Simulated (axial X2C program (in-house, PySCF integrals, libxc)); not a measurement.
**Curves of NiF⁺ from open-shell CI on d7 s1**

Calculated with an axial X2C code built on PySCF integrals: two-component X2C with atomic mean-field Coulomb and Gaunt terms, basis Ni dyall-v3z, F dyall-v3z (cores contracted in-house). Orbitals come from Hartree–Fock averaged over the configuration Ni d7 s1; CI then distributes these electrons over the d, s shells of Ni.

Scan along the bond; masses Ni 57.935 u, F 18.998 u. Energies in cm⁻¹ from the lowest point; levels are followed by energy order within each Ω. Lowest level at 1.673 Å: 78% d8 + 22% d7 s1.

```csv
R (Å),(1)Ω=4,(1)Ω=3,(1)Ω=0,(1)Ω=2,(1)Ω=1
1.556,2505,3260,4121,4028,4223
1.614,622,1313,1997,1982,2075
1.673,0,632,1137,1199,1212
1.740,395,993,1299,1502,1397
1.807,1599,2204,2322,2724,2455
1.882,3572,4208,4142,4807,4311
1.974,6531,7205,6956,7911,7147
```

Question: Fit the curves (1)Ω=4, (1)Ω=3, (1)Ω=0, (1)Ω=2, (1)Ω=1 near their minima.

Answer: From the open-shell CI curves, Te from the lowest:

```
 level  Te (cm⁻¹)  Re (Å)  ωe (cm⁻¹)
(1)Ω=4          0   1.680      770.5
(1)Ω=3        625   1.683      778.5
(1)Ω=0       1082   1.695      754.6
(1)Ω=2       1177   1.688      790.8
(1)Ω=1       1162   1.694      765.5
```

Without dynamic correlation distances can be off by several hundredths of an Å (long for ionic bonds, short for multiple bonds) and the wavenumbers are rough.

The 5 lowest curves are shown; the next is (2)Ω=2, from 1829 cm⁻¹.

Dynamic correlation is missing, so gaps between terms are too wide and other configurations may lie lower; the lowest level listed is that of this model, not necessarily the ground state. The lowest levels belong to d8, not to the averaged configuration, so orbitals and distance suit them less well. For d shells the ligand-field splittings (σ, π, δ) and their order can be off by a thousand cm⁻¹ or more. At most 4 roots were kept for each Ω > 0 (twice that for Ω = 0) within 3.2 eV of the lowest, so higher up levels can be missing between those listed; levels with Ω > 0 are doubly degenerate and listed once, Ω = 0 levels singly.
